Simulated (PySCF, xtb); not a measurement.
Nb(F)4(SH) (F₄HNbS), SMILES [F][Nb]([F])([F])([F])[SH], multiplicity 1.

xtb 6.7.1 with GFN2-xTB at its own geometry gives an orbital gap of 2.62 eV and a dipole moment of 1.83 D.

Geometry optimised at PBE-D3(BJ)/def2-SVP. The multiplicity is an assumed one; no other spin state was optimised. The structure was generated by enumeration; whether it is a known compound was not checked. The def2 effective core potentials stand for the cores of Nb; spin–orbit coupling is left out. The values are those of a single conformer.

Task: What does CAM-B3LYP/def2-TZVP (PySCF) give? (The exact figures need the calculation; the answer reports its results.)

Result: gap 7.36 eV (levels -10.04 and -2.68 eV), dipole 1.06 D.
